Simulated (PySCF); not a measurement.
Spin-rotation constants: SMILES FC(OC1=CO[C@H]1C)(F)F, C₅H₅F₃O₂

Geometry:
```
atom   x (Å)   y (Å)   z (Å)
  C1  -2.186   0.192  -0.602
  C2  -1.171  -0.739   0.019
  O3  -1.158  -0.704   1.472
  C4   0.155  -0.271   1.433
  C5   0.256  -0.269   0.104
  O6   1.190   0.019  -0.884
  C7   2.354   0.462  -0.443
  F8   3.154   0.702  -1.472
  F9   2.263   1.602   0.263
 F10   2.991  -0.404   0.363
 H11  -3.190  -0.162  -0.384
 H12  -2.038   0.220  -1.678
 H13  -2.069   1.194  -0.197
 H14  -1.292  -1.768  -0.326
 H15   0.736  -0.066   2.310
```

Computed, not measured: GIAO LC-wPBE/3-21G magnetisability, rotational g tensor and spin-rotation constants, non-relativistic, gas phase (PySCF 2.14.0). Geometry: GFN2-xTB.

Question: Give the nuclear spin-rotation constants along the inertial axes (H = +C I·J) beside the isotropic shieldings.

Answer: Rotational constants 2.9208, 0.8129, 0.7352 GHz. A star marks the isotopologue with that one atom substituted, in its own axes.
| atom | isotope | Caa (kHz) | Cbb (kHz) | Ccc (kHz) | mean (kHz) | σ (ppm) |
| --- | --- | --- | --- | --- | --- | --- |
| F8 | 19F | 2.482 | 0.758 | 0.719 | 1.320 | 307.0 |
| F9 | 19F | 3.517 | 0.861 | 0.479 | 1.619 | 298.1 |
| F10 | 19F | 3.430 | 0.672 | 0.678 | 1.594 | 297.5 |
| H11 | 1H | 0.061 | -0.098 | -0.088 | -0.042 | 31.3 |
| H12 | 1H | -0.320 | -0.006 | -0.083 | -0.137 | 31.8 |
| H13 | 1H | -0.340 | -0.095 | 0.009 | -0.142 | 31.4 |
| H14 | 1H | -0.277 | -0.097 | 0.039 | -0.112 | 27.7 |
| H15 | 1H | -0.225 | 0.020 | -0.073 | -0.092 | 26.7 |
| C1 | 13C* | 0.312 | 0.076 | 0.068 | 0.152 | 195.4 |
| C2 | 13C* | 0.563 | 0.124 | 0.157 | 0.281 | 136.2 |
| O3 | 17O* | -0.497 | -0.098 | -0.051 | -0.215 | 246.7 |
| C4 | 13C* | 1.034 | 0.205 | 0.141 | 0.460 | 83.9 |
| C5 | 13C* | 1.115 | 0.192 | 0.119 | 0.475 | 88.8 |
| O6 | 17O* | -0.409 | -0.111 | -0.075 | -0.198 | 238.6 |
| C7 | 13C* | 0.733 | 0.204 | 0.179 | 0.372 | 91.5 |

For the geometry as given, no vibrational averaging.
